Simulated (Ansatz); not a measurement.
BH₅SSeSi (`SB[SiH2][SeH]`). The species carries charge 0 and has multiplicity 1. Correlated methods include outer-core shells of Se, which these sets cover unevenly. Scalar relativity is left out up to krypton.

```xyz
9

S     0.230    1.941    0.661
B     1.001    0.437    0.171
Si   -0.156   -1.022   -0.582
Se   -2.384   -0.493   -0.616
H     1.311    2.612    1.103
H     2.180    0.303    0.292
H     0.074   -2.295    0.157
H     0.170   -1.261   -2.015
H    -2.427   -0.223    0.828
```

Q: Give the diagnostics of a CCSD(T)/def2-TZVPP run (frozen core, Ansatz 0.2.0). (Best estimate.)

A: Ansatz gave: T1 = 0.0128, largest single amplitude 0.036, largest double 0.044, (T) share of the correlation energy 4.0 %, 9 CCSD cycles. The RHF solution is stable towards an unrestricted one. T1 lies under the customary mark of 0.02 for closed shells.
